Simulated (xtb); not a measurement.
Cl4MoO, triplet, at a GFN2-xTB geometry (such geometries of metal compounds can be far from the true shape) (the multiplicity is a formal guess); GFN2-xTB (xtb).

The xtb input:
```
$ xtb mol.xyz --gfn 2 --uhf 2 --ohess --json

# file mol.xyz
6

Mo     0.48749864    -0.17709820     0.15070901
O      1.38127443    -0.74911435     1.38941818
Cl    -1.65814993    -0.20351762    -1.22695926
Cl     0.06111374     2.01757753     0.56074168
Cl     1.49379273    -0.55592510    -1.72486824
Cl    -1.75117642    -0.46807367     1.36490205
```

Predict the main parts of the log of this xtb run.


```
   ID    Z sym.   atoms
    1   42 Mo     1
    2    8 O      2
    3   17 Cl     3-6

           -------------------------------------------------
          |                Calculation Setup                |
           -------------------------------------------------

           -------------------------------------------------
          |                 G F N 2 - x T B                 |
           -------------------------------------------------

          ...................................................
          :                      SETUP                      :
          :.................................................:
          :  # basis functions                  54          :
          :  # atomic orbitals                  49          :
          :  # shells                           17          :
          :  # electrons                        40          :
          :  max. iterations                   250          :
          :  Hamiltonian                  GFN2-xTB          :
          :  restarted?                      false          :
          :  GBSA solvation                  false          :
          :  PC potential                    false          :
          :  electronic temp.          300.0000000     K    :
          :  accuracy                    1.0000000          :
          :  -> integral cutoff          0.2500000E+02      :
          :  -> integral neglect         0.1000000E-07      :
          :  -> SCF convergence          0.1000000E-05 Eh   :
          :  -> wf. convergence          0.1000000E-03 e    :
          :  Broyden damping             0.4000000          :
          :  net charge                          0          :
          :  unpaired electrons                  2          :
          ...................................................

 iter      E             dE          RMSdq      gap      omega  full diag
   1    -24.1924267 -0.241924E+02  0.114E+01    1.29       0.0  T
   2    -24.1410330  0.513937E-01  0.103E+01    0.75       1.0  T
   3    -24.4577706 -0.316738E+00  0.345E+00    1.03       1.0  T
   4    -24.4586206 -0.849945E-03  0.220E+00    1.10       1.0  T
   5    -24.4578528  0.767757E-03  0.110E+00    1.09       1.0  T
   6    -24.4590016 -0.114878E-02  0.471E-01    1.08       1.0  T
   7    -24.4594589 -0.457285E-03  0.246E-01    1.07       1.0  T
   8    -24.4594777 -0.188138E-04  0.175E-01    1.07       1.0  T
   9    -24.4595213 -0.436114E-04  0.133E-01    1.07       1.0  T
[...]
         :: total energy             -24.423940594261 Eh    ::
 * total energy  :   -24.4239406 Eh     change       -0.4299601E-09 Eh
   *** GEOMETRY OPTIMIZATION CONVERGED AFTER 1 ITERATIONS ***
         :: total energy             -24.423940594717 Eh    ::
[...]
       5    136.28    -0.85136 ( 98.22%)    -0.75944 (  1.78%)    -0.84972
       6    164.45    -0.74478 ( 99.15%)    -0.70379 (  0.85%)    -0.74443
       7    173.43    -0.71497 ( 99.31%)    -0.68805 (  0.69%)    -0.71479
       8    186.41    -0.67477 ( 99.49%)    -0.66666 (  0.51%)    -0.67473
       9    255.28    -0.50501 ( 99.85%)    -0.57354 (  0.15%)    -0.50511
      10    297.20    -0.42713 ( 99.92%)    -0.52850 (  0.08%)    -0.42721
   ------------------------------------------------------------------------

   temp. (K)  partition function   enthalpy   heat capacity  entropy
                                   cal/mol     cal/K/mol   cal/K/mol   J/K/mol
 298.15  VIB  0.168E+04             4255.160     20.305     28.587
         ROT  0.891E+06              888.752      2.981     30.207
         INT  0.150E+10             5143.912     23.285     58.794
         TR   0.391E+28             1481.254      4.968     42.475
         TOT                        6625.1663    28.2536   101.2686   423.7079

       T/K    H(0)-H(T)+PV         H(T)/Eh          T*S/Eh         G(T)/Eh
   ------------------------------------------------------------------------
    298.15    0.105579E-01    0.171169E-01    0.481160E-01   -0.309991E-01
   ------------------------------------------------------------------------

         :::::::::::::::::::::::::::::::::::::::::::::::::::::
         ::                  THERMODYNAMIC                  ::
         :::::::::::::::::::::::::::::::::::::::::::::::::::::
         :: total free energy         -24.454939677166 Eh   ::
         ::.................................................::
         :: total energy              -24.423940594741 Eh   ::
         :: zero point energy           0.006559029876 Eh   ::
         :: G(RRHO) w/o ZPVE           -0.037558112301 Eh   ::
         :: G(RRHO) contrib.           -0.030999082425 Eh   ::
         :::::::::::::::::::::::::::::::::::::::::::::::::::::

optimized geometry written to: xtbopt.xyz

           -------------------------------------------------
          | TOTAL ENERGY              -24.423940594741 Eh   |
          | TOTAL ENTHALPY            -24.406823690264 Eh   |
          | TOTAL FREE ENERGY         -24.454939677166 Eh   |
          | GRADIENT NORM               0.000011555467 Eh/α |
          | HOMO-LUMO GAP               1.076169437105 eV   |
           -------------------------------------------------

normal termination of xtb
```
